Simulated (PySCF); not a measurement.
29Si chemical shifts

[PySCF: σ from GIAO-PBE0/pcSseg-1; geometry: GFN2-xTB; non-relativistic; averaged over atoms made equivalent by symmetry, fast rotation or ring inversion; in vacuum; a single conformation]

Shieldings were converted by a linear fit to measured shifts: 29Si (scatter 8.9 ppm rms, 25.8 ppm with the 6 outliers that the fit left out vs TMS, solution or neat liquid). A few per cent of atoms miss by over 2 rms, more outside the fitted compound classes.

(1) Give the 29Si shifts of `O=C1COC[C@H](C[SiH3])[SiH2]1`, `C=C(C)[Si@@H]1C[C@@H]1[SiH](O)O`, `C/C([SiH3])=C\F`, `CCC1=C(OC)[SiH2][SiH2]O1`.

(2) Match the shifts -11.1, -33.3, -59.6 ppm to `FC1C[SiH2]C1`, `C=CC(=C)[Si@@H](P)COC`, `CN[SiH](N)NC`.

## Answers

(1) 
| compound | environment | δ (ppm) |
| --- | --- | --- |
| [O:1]=[C:2]1[CH2:3][O:4][CH2:5][C@H:6]([CH2:7][SiH3:8])[SiH2:9]1 | Si9: silicon bonded to 2 C, 2 H, in a 6-membered ring | -60.9 |
| [O:1]=[C:2]1[CH2:3][O:4][CH2:5][C@H:6]([CH2:7][SiH3:8])[SiH2:9]1 | Si8: silicon bonded to C, 3 H | -68.3 |
| [CH2:1]=[C:2]([CH3:3])[Si@@H:4]1[CH2:5][C@@H:6]1[SiH:7]([OH:8])[OH:9] | Si7: silicon bonded to C, 2 O, H | -22.4 |
| [CH2:1]=[C:2]([CH3:3])[Si@@H:4]1[CH2:5][C@@H:6]1[SiH:7]([OH:8])[OH:9] | Si4: silicon bonded to 3 C, H, in a 3-membered ring | -102.5 |
| C/C([SiH3])=C\F | silicon bonded to C, 3 H | -65.9 |
| [CH3:1][CH2:2][C:3]1=[C:4]([O:5][CH3:6])[SiH2:7][SiH2:8][O:9]1 | Si8: silicon bonded to O, Si, 2 H, in a 5-membered ring | -22.1 |
| [CH3:1][CH2:2][C:3]1=[C:4]([O:5][CH3:6])[SiH2:7][SiH2:8][O:9]1 | Si7: silicon bonded to C, Si, 2 H, in a 5-membered ring | -83.8 |

(2) -11.1: C=CC(=C)[Si@@H](P)COC (silicon bonded to 2 C, P, H); -33.3: CN[SiH](N)NC (silicon bonded to 3 N, H); -59.6: FC1C[SiH2]C1 (silicon bonded to 2 C, 2 H, in a 4-membered ring).
